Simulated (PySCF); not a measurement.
Choosing a molecule for a target property.

Species are written as SMILES; each is one conformer at its optimised geometry, gas phase, non-relativistic unless stated; the electronic structure was computed with PySCF and density fitting.

Dipoles, sizes and rotational constants follow the conformer. The torsions of the flexible species, by atom-mapped SMILES:
- `[CH3:1][CH2:2][O:3][SiH2:4][O:5][CH2:6][CH3:7]`: C1–C2–O3–Si4 -157°, C2–O3–Si4–O5 175°, O3–Si4–O5–C6 58°, Si4–O5–C6–C7 179°
- `[F:1][C:2]([F:3])([F:4])[c:5]1[cH:6][cH:7][nH+:8][cH:9][cH:10]1`: F1–C2–C5–C6 89°
- `[N:1]#[C:2][CH2:3][P@H+:4]1[C:5]([F:6])=[C:7]1[SiH3:8]`: C2–C3–P4–C5 -65°

Question: Wanted: electronic spatial extent ⟨r²⟩ about the centre of nuclear charge above 1360 bohr² (CAM-B3LYP/def2-SVPD) and lowest singlet excitation below 6 eV (TDDFT CAM-B3LYP/def2-SVPD), at GFN2-xTB geometries. Which candidate meets both?
A. `FC(F)(F)c1cc[nH+]cc1`
B. `C[SiH](C)C`
C. `N#CC[P@H+]1C(F)=C1[SiH3]`
D. `CCO[SiH2]OCC`

Answer: C. Computed values:
```
                 species  electronic spatial extent ⟨r²⟩ about the centre of nuclear charge  lowest singlet excitation
              C[SiH](C)C                                                          501 bohr²                    8.22 eV
    FC(F)(F)c1cc[nH+]cc1                                                         1348 bohr²                    5.46 eV
N#CC[P@H+]1C(F)=C1[SiH3]                                                         1366 bohr²                    4.95 eV
            CCO[SiH2]OCC                                                         1521 bohr²                    7.47 eV
```

Question: Wanted: HOMO energy above -9.6 eV (CAM-B3LYP/def2-SVPD) and HOMO–LUMO gap above 8.5 eV (CAM-B3LYP/def2-SVPD), at GFN2-xTB geometries. Which candidate meets both?
A. `CCO[SiH2]OCC`
B. `C[SiH](C)C`
C. `N#CC[P@H+]1C(F)=C1[SiH3]`
D. `FC(F)(F)c1cc[nH+]cc1`

Answer: A. Computed values:
```csv
species,HOMO energy,HOMO–LUMO gap
FC(F)(F)c1cc[nH+]cc1,-15.05 eV,8.60 eV
N#CC[P@H+]1C(F)=C1[SiH3],-14.71 eV,8.45 eV
C[SiH](C)C,-9.91 eV,11.19 eV
CCO[SiH2]OCC,-9.37 eV,10.66 eV
```
